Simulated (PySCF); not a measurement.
Arsenic: a sound run and one with changed settings

Sound run: As [Ar] 3d10 4s2 4p3, As⁺ [Ar] 3d10 4s2 4p2. Computed with PySCF 2.14 in x2c-SVPall (5s4p3d, 32 functions), with the spin-free X2C one-electron Hamiltonian (Gaussian nucleus). The sound run starts from symmetry-adapted Hartree-Fock orbitals and uses a fine grid where one is needed.

Changed run: radial step 0.8 in ln r (0.13 in the sound run). This setting is unsound on purpose.

```tsv
species	method	sound run (hartree)	changed run (hartree)	converged
As	UHF	-2258.62266	-2258.62266	yes
As	PBE0	-2260.04405	-2259.52443	yes
As	r2SCAN	-2260.30612	-2259.75945	yes
As⁺	UHF	-2258.27608	-2258.27608	yes
As⁺	PBE0	-2259.67908	-2259.16945	yes
As⁺	r2SCAN	-2259.93498	-2259.41692	yes
```

Ionisation energy of As:

```
method  sound run (eV)  changed run (eV)
   UHF           9.431             9.431
  PBE0           9.931             9.660
r2SCAN          10.099             9.321
```

A coarse radial grid mis-integrates the density and the exchange-correlation energy, with errors of either sign; Hartree-Fock needs no grid.

For comparison, NIST gives 9.789 eV between the lowest levels.
